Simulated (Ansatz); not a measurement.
C2H5BSe (`B[Se]C=C`), relaxed with RKS PBE0-D4/def2-TZVP in Ansatz from a PBE-D4/def2-SVP geometry. The force threshold is 0.005 eV/Å; the program also tests the step.

Charge 0, multiplicity 1.

Start:

```xyz
9

B    -1.811    0.344   -1.252
Se   -0.416   -0.894   -0.882
C     0.578    0.029    0.474
C     1.671   -0.493    1.056
H    -1.867    1.401   -0.659
H    -2.610    0.002   -2.097
H     0.179    1.023    0.736
H     2.211    0.074    1.832
H     2.066   -1.486    0.791
```

(1) How much energy does the relaxation release, and in how many steps? (Estimate.)

(2) Which bonds change most? (Best estimate.)

(3) Give the relaxed structure. (Estimate.)

## Answers

(1) The calculation gave: 4.36 kJ/mol, in 5 steps.

(2) The calculation gave: B1–H5 from 1.214 to 1.192 Å; B1–H6 from 1.212 to 1.191 Å; C3–C4 from 1.343 to 1.323 Å; C3–H7 from 1.103 to 1.085 Å.

(3) Ansatz gave: 
```xyz
9

B    -1.791    0.340   -1.240
Se   -0.412   -0.896   -0.869
C     0.571    0.025    0.472
C     1.651   -0.482    1.044
H    -1.836    1.378   -0.656
H    -2.583    0.018   -2.069
H     0.174    1.000    0.730
H     2.183    0.077    1.806
H     2.043   -1.459    0.782
```
